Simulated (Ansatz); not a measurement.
`CBCSC` and `CBCS` differ in one atom or group.

Ansatz, PBE0-D4/def2-TZVP geometries, multiplicity 1. Each molecule was computed in one conformer, which needn't be the lowest.

```tsv
property	`CBCSC`
HOMO–LUMO gap (PBE0/def2-TZVPP) / eV	5.40
zero-point energy (PBE0-D4/def2-TZVP) / kJ/mol	299.8
LUMO energy (B3LYP/def2-TZVPP) / eV	-1.05
HOMO energy (PBE0/def2-TZVPP) / eV	-6.22
LUMO energy (PBE0/def2-TZVPP) / eV	-0.82
HOMO energy (PBE/def2-TZVPP) / eV	-5.01
```

Question: What does the change do to each property? (Estimate.)

Answer: Computed: 
| property | `CBCS` | shift |
| --- | --- | --- |
| HOMO–LUMO gap (PBE0/def2-TZVPP) / eV | 7.57 | 2.17 |
| zero-point energy (PBE0-D4/def2-TZVP) / kJ/mol | 227.8 | -72.0 |
| LUMO energy (B3LYP/def2-TZVPP) / eV | -0.27 | 0.78 |
| HOMO energy (PBE0/def2-TZVPP) / eV | -7.56 | -1.34 |
| LUMO energy (PBE0/def2-TZVPP) / eV | 0.00 | 0.82 |
| HOMO energy (PBE/def2-TZVPP) / eV | -6.39 | -1.38 |

With PBE0 the HOMO falls by 1.34 eV and the LUMO rises by 0.82 eV, so the gap widens by about 2.16 eV. PBE moves the HOMO by -1.38 eV and ωB97M-V by -1.28 eV. The zero-point energy changes by -72.0 kJ/mol with -9 modes.

B3LYP here is the variant with VWN-RPA as its local correlation; programs differ in this.
